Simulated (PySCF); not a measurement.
# Two-component Hartree-Fock for F²⁺ (fluorine, charge +2)

Start: [He] 2s2 2p3; 2p3/2 filled at m_j = -1/2, +1/2, +3/2. Calculated with PySCF 2.14 in x2c-TZVPall-2c (5s3p2d1f, 31 functions): generalised Hartree-Fock with the X2C-1e Hamiltonian and a Gaussian nucleus; one run each with spin-orbit coupling (SO) switched off, then screened by Boettger's factors. This is a chosen level, not necessarily the ground level.

```
spinor shell  electrons  ε, spin-free (eV)  ε, screened SO (eV)  weight of nominal j (screened SO)  rms radius, screened SO (bohr)
       1s1/2          2            -764.65              -764.65                              1.000                           0.203
       2s1/2          2            -79.521              -79.521                              1.000                            1.01
       2p3/2          3            -63.879              -63.879                              0.664                           0.979
```

```json
{"quantity": "E (hartree)", "spin-free": "-97.69680", "screened SO": "-97.69682"}
{"quantity": "M_J", "spin-free": "3/2", "screened SO": "3/2"}
{"quantity": "⟨J²⟩", "spin-free": "3.754", "screened SO": "3.754"}
{"quantity": "⟨L²⟩", "spin-free": "0.000", "screened SO": "0.000"}
{"quantity": "⟨S²⟩", "spin-free": "3.754", "screened SO": "3.754"}
```

Each row is a mean over spinors that exchange with the open shell spreads, by up to 17.318 eV (2s1/2).

Rows whose weight is well below 1 are mixtures of j = l ± 1/2: exchange outweighs spin-orbit coupling there, and the label is only the starting occupation.

Without spin-orbit coupling the j labels of p, d and f shells carry no meaning; the spin-free column gives the mean over the occupied spinors of each nl shell.
